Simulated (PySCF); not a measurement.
**SnO⁺, PBE0: how much the basis matters**

PySCF, UKS reference; doublet, unpaired electrons π ↑; De to Sn⁺ + O without counterpoise correction.

```
                     basis                           relativity  functions  Re (Å)  ωe (cm⁻¹)  De (eV)  μ (D)
                x2c-SVPall                        spin-free X2C         50   2.002        648     3.11  -2.63
aug-cc-pVDZ-PP/aug-cc-pVDZ  scalar-relativistic core potentials         55   2.002        632     3.13  -2.64
        cc-pVTZ-PP/cc-pVTZ  scalar-relativistic core potentials         69   1.981        644     3.21  -2.53
               def2-TZVPPD  scalar-relativistic core potentials         96   1.973        644     3.23  -2.54
```

(1) How does each smaller set differ from the one with most functions, def2-TZVPPD?

A positive dipole points towards O; it is taken about the centre of mass and depends on that origin. These are scalar-relativistic numbers at best; spin–orbit coupling would shift them, the dissociation energy most. For an ion De counts to the pair picked by the measured ionisation energies or electron affinities, which need not be the lowest pair at this level. The state was picked by a PBE0 search and need not be the measured ground state.

Answers

(1) x2c-SVPall: +2.9 pm, +0.6 % in ωe, -0.12 eV in De; aug-cc-pVDZ-PP/aug-cc-pVDZ: +2.9 pm, -1.9 % in ωe, -0.10 eV in De; cc-pVTZ-PP/cc-pVTZ: +0.8 pm, +0.0 % in ωe, -0.02 eV in De. All at PBE0; the set with most functions is neither the basis-set limit nor always the best. The rows treat relativity differently, so the differences are not basis effects alone.
